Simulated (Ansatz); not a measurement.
Ansatz (a first-principles code) input (RI-MP2/aug-cc-pVTZ):
A basis named .json is the Basis Set Exchange file of that set.

Ansatz 0.2 input:
```yaml
crystal:
  periodic: [false, false, false]
  atoms:
    - {symbol: O, position_ang: [-1.78689994, -0.87154845, 0.11656106]}
    - {symbol: B, position_ang: [-0.58575072, -0.28577213, 0.03820292]}
    - {symbol: Br, position_ang: [-0.39742002, 1.63828828, 0.17312803]}
    - {symbol: Br, position_ang: [0.96158963, -1.39084563, -0.21215709]}
    - {symbol: H, position_ang: [-2.52198321, -0.25924459, 0.24251391]}
basis:
  gaussian:
    orbitals: aug-cc-pVTZ
    fitting: {mean_field: def2-universal-jkfit, correlation: aug-cc-pVTZ-RIFIT.json}
magnetization: {spin_polarized: true, initial_magnetization: 2}
correlation: {method: mp2, electrons: outside_noble_gas}
```

Output:

```
Functional definition: HF
integrals: 0.34 GiB planned
702 factors; integrals over basis functions are off by at most 8.2e-1 eV
640 factors; integrals over basis functions are off by at most 1.3e2 eV
1.03 GiB of device memory are held for the factors and their scratch space
mean field: 1.43 GiB planned
mean field evaluation 1: about -142718.3748 eV, gradient 2.8e1 eV
mean field evaluation 2: about -142720.3106 eV, gradient 2.2e1 eV
mean field evaluation 4: about -142722.2081 eV, gradient 1.1e0 eV
mean field evaluation 8: about -142722.3065 eV, gradient 3.9e-1 eV
mean field evaluation 16: about -142722.8296 eV, gradient 8.2e-2 eV
mean field evaluation 32: about -142722.3218 eV, gradient 3.8e0 eV
mean field evaluation 64: about -142723.2908 eV, gradient 7.5e0 eV
mean field evaluation 96: about -142723.6977 eV, gradient 3.9e-1 eV
mean field evaluation 128: about -142721.5857 eV, gradient 4.4e0 eV
mean field evaluation 160: about -142723.4149 eV, gradient 5.2e0 eV
mean field evaluation 192: about -142721.9495 eV, gradient 2.1e0 eV
mean field evaluation 224: about -142722.3197 eV, gradient 4.1e-3 eV
mean field -142723.69931199 eV, -5244.9992081176 hartree, gradient 1.7e-6 eV, S^2 2.024126; 20 other end points of the search recorded, 0 dependent functions left out
30 core orbitals not correlated
reference -142723.69931199 eV, -5244.9992081176 hartree; 13, 11 occupied and 190, 192 virtual orbitals, 640 factors
second order -17.71025666 eV of doubles, -0.00000000 eV of singles
Total energy: -142741.40956864 eV, -5245.6500480452 hartree
```

This state (charge 0, triplet) is run at the relaxed geometry of the species with charge 0 and multiplicity 1, and is a spin state other than that species' own.
